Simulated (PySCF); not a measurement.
A calculated (UHF, PySCF 2.14, Sapporo-DKH3-DZP-2012, the spin-free X2C one-electron Hamiltonian (Gaussian nucleus)) atom or ion has these occupied shells.

```
shell  electrons  orbital energy (eV)  rms radius, mean of both spins (bohr)
   1s          2             -15291.1                                 0.0464
   2s          2              -2113.5                                  0.192
   2p          6              -1869.3                                  0.171
   3s          2              -347.21                                  0.544
   3p          6              -266.29                                  0.557
   3d         10              -131.91                                  0.578
   4s          2              -48.072                                   1.57
   4p          6              -27.469                                   1.85
```

Q: Name the element and its charge.

A: Rb+ (rubidium, charge +1), in [Kr], closed-shell 1S.
